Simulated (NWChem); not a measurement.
# C₂H₆OSi; SMILES C1OC[SiH2]1

All runs: NWChem. Coordinates come from a PBE-D3(BJ)/def2-SVP optimisation. Level: PBE/def2-SVP with SMD, gas-phase geometry; reactions with the solvents are ignored. One conformer.

| SMD term (kcal/mol) | water | chloroform |
|---|---|---|
| distortion of the solute's density | 0.79 | 0.18 |
| polarisation | -4.69 | -2.12 |
| cavity, dispersion and structure | 3.18 | -0.14 |

Q: Sum the solvation free energies, find the transfer free energy from water to chloroform and the partition coefficient at 298.15 K.

A: 
1. ΔG(solv, water) = -0.72 kcal/mol and ΔG(solv, chloroform) = -2.08 kcal/mol (1 M gas to 1 M solution).
2. Transfer: -2.08 − (-0.72) = -1.36 kcal/mol.
3. log₁₀ K(chloroform/water) = −ΔG/(RT ln 10) = 1.36/1.364 = 1.0, so the model puts more of the solute in chloroform.
4. Of the transfer energy, 1.96 kcal/mol is electrostatic and -3.32 comes from the non-electrostatic term. The two phases are taken as the pure solvents.
